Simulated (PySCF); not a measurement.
**Working with the constants of AlPb⁺**

UHF-CCSD(T) constants of AlPb⁺, ³Π (triplet), unpaired electrons σ ↑, π ↑ (Al def2-SVP, Pb def2-SVP with ECP60; scalar-relativistic core potentials (PySCF 2.14); masses 26.9815 and 207.9766 u):

| Quantity | Value |
| --- | --- |
| ωe | 143.8 cm⁻¹ |
| ωexe | 0.933 cm⁻¹ |
| Be | 0.072583 cm⁻¹ |
| αe | 0.000598 cm⁻¹ |

**Question.** What force constant and bond length do these constants imply?

**Answer.** Reduced mass μred = 23.883 u; k = 5.8918×10⁻⁷·μred·ωe² (u, cm⁻¹, mdyn/Å) = 0.291 mdyn/Å; Re = √(16.8576/(μred·Be)) (u, cm⁻¹, Å) = 3.118 Å.

**Question.** Estimate the centrifugal constant D from the Kratzer relation and find the Dunham coefficient a1.

**Answer.** D = 4Be³/ωe² = 7.4e-08 cm⁻¹; a1 = −1 − αeωe/(6Be²) = -3.72.

Correlated steps freeze 9 core orbitals. Spin–orbit coupling is left out, which matters for elements this heavy, above all for dissociation energies. The state was picked by a PBE0 search and need not be the measured ground state.
